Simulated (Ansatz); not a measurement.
Basis sets compared for the cluster In₇Sb₈. Total charge 0; doublet. Geometry PBE-D4/def2-SVP. Ansatz on 2 threads of AMD EPYC 7R13 on a shared host and a share (18 GiB) of an NVIDIA H100 80GB HBM3; times are rough, and most runs start from earlier orbitals.

```tsv
atom	x (Å)	y (Å)	z (Å)
In1	-0.6672	-0.1353	3.2855
In2	-3.5374	0.6789	0.4087
In3	3.0745	-0.9641	1.3375
In4	1.6734	2.1889	2.6059
In5	-1.7771	-2.0672	-1.2840
In6	-0.5773	3.4804	-1.3082
In7	0.9579	0.7666	-3.7215
Sb8	1.0069	-3.0626	-1.1143
Sb9	-1.8324	0.6708	-2.4349
Sb10	0.2898	-2.7919	1.6890
Sb11	-2.4875	-2.0733	1.6795
Sb12	-1.2886	2.5098	1.5791
Sb13	-0.1237	0.3752	0.0004
Sb14	2.4357	1.4939	-0.7230
Sb15	2.8530	-1.0700	-1.9996
```

In the def2 sets In, Sb take a core potential; there is no spin–orbit coupling. Single mean-field runs in def2-TZVP are fitted with def2-universal-jkfit. The structure comes from a short search, and lower isomers may exist.

Binding counts from free atoms (In doublet, Sb quartet) in the same basis, without a counterpoise term.

```tsv
level	functions	energy (Eh)	HOMO (eV)	LUMO (eV)	binding per atom (eV)	wall time
PBE-D4/def2-SVP	390	-3253.6785	-4.20	-3.97	2.32	9 s
PBE0-D4/def2-SVP	390	-3253.6983	-4.84	-3.57	2.15	15 s
```

(1) Estimate the rows for PBE-D4/def2-TZVP (with forces), PBE0-D4/def2-TZVP.

Results:

(1) 
| level | functions | energy (Eh) | HOMO (eV) | LUMO (eV) | binding per atom (eV) | wall time |
| --- | --- | --- | --- | --- | --- | --- |
| PBE-D4/def2-TZVP (with forces) | 750 | -3253.7785 | -4.20 | -3.96 | 2.35 | 13 s |
| PBE0-D4/def2-TZVP | 750 | -3253.7890 | -4.81 | -3.54 | 2.19 | 18 s |
